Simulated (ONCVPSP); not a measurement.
**Transferability test, ONCV potential for zirconium**

```
Element                 : zirconium
Generator               : ONCVPSP 4.0.1
Type                    : optimised norm-conserving Vanderbilt (ONCV)
Functional              : LDA (Perdew-Wang 92)
Relativity              : scalar-relativistic
Frozen core             : [Ar] 3d10
Valence charge          : 12
Reference configuration : 4s2 4p6 4d2 5s1 (charge +1)
Partial waves           : 4s+5s: rc 2.10 bohr, ncon 4, nbas 9, qcut 5.7 1/bohr, 2 projectors; 4p: rc 1.90 bohr, ncon 5, nbas 8, qcut 8.1 1/bohr, 3 projectors, debl 1.8 Ha; 4d: rc 1.90 bohr, ncon 3, nbas 6, qcut 5 1/bohr, 2 projectors, debl 0.6 Ha
Local potential         : polynomial inside 1.80 bohr (lpopt 2, dvloc0 3 Ha)
Core correction         : Teter function, fcfact 2, rcfact 1.5
```

Energies are relative to the spin-unpolarised reference configuration 4s2 4p6 4d2 5s1; without spin polarisation the order of configurations can differ from experiment.

```tsv
valence configuration	charge	ΔE all-electron (eV)	error AE − PS (meV)
4s2 4p6 4d2 5s0	+2	13.235	-3.7
4s2 4p6 4d3 5s0	+1	0.453	-3.3
```

Task: What are ΔE and the potential's error for 4s2 4p6 4d2 5s2?

Result: ΔE = -7.345 eV all-electron; the error (AE − PS) is +0.3 meV.

Task: What are ΔE and the potential's error for 4s2 4p6 4d1 5s0?

Result: ΔE = 36.054 eV all-electron; the error (AE − PS) is +3.9 meV.

Levels in the configuration 4s2 4p6 4d2 5s0:

```csv
level,all-electron (eV),pseudo (eV)
4s,-69.109,-69.158
4p,-47.058,-47.072
4d,-17.511,-17.511
```
